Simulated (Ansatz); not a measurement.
This triplet is an excited state, 0.30 eV above the relaxed singlet at the level frozen-core CCSD(T)/cc-pVTZ // PBE0-D3(BJ)/def2-SVP (Ansatz, a first-principles code).

Z-matrix (Å, degrees):
```
Si
C 1 1.8880
H 2 1.1011 1 111.27
H 2 1.1017 3 107.60 1 -121.60
H 2 1.1023 3 108.77 4 -117.48
B 1 1.9373 2 124.19 3 126.83
H 6 1.2062 1 121.23 2 179.59
H 6 1.2124 7 121.37 1 179.96
```
Charge 0, spin multiplicity 3.

Calculation: frozen-core CCSD(T)/cc-pVTZ // PBE0-D3(BJ)/def2-SVP run with Ansatz.

```
Quantity                       Result
----------------------  -------------
HF energy               -354.34691 Ha
MP2 correlation energy    -0.36462 Ha
```

Problem. Estimate the CCSD correlation energy, the (T) correction, the total energy and the T1 diagnostic.

Solution. 
```yaml
CCSD correlation energy: -0.40888 Ha
"(T) correction": -0.01636 Ha
CCSD(T) total energy: -354.77215 Ha
T1 diagnostic: 0.021
```
